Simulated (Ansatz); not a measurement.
Isolated molecules relaxed with PBE0-D4/def2-TZVP in Ansatz; ΔE leaves out vibrations. CCSD(T)/CBS adds triple-zeta CCSD(T) − MP2 to the extrapolated MP2 energy (def2 sets, frozen cores). DFT in def2-TZVPP. For Br outer-core shells are correlated without core-valence functions, which leaves a few kJ/mol of doubt a bond. Scalar relativity is left out up to krypton. Each species was taken in one conformer, which may not be the lowest.

Consider the formal exchange of groups at a B–Br bond: `C=CBBr` + `C=Cc1ccco1` → `C=CBC=C` + `Brc1ccco1`.

```csv
species,ωB97X-V energy (Eh)
`C=CBBr`,-2677.40279
`C=Cc1ccco1`,-307.45171
`C=CBC=C`,-181.44621
`Brc1ccco1`,-2803.35890
```

Task: Work out ΔE.

Result: ΔE = (-181.44621) + (-2803.35890) − (-2677.40279) − (-307.45171) = 0.04939 Eh = +1.34 eV. CCSD(T)/CBS gives +1.39 eV.

Largest T1 diagnostic among the species: 0.013.
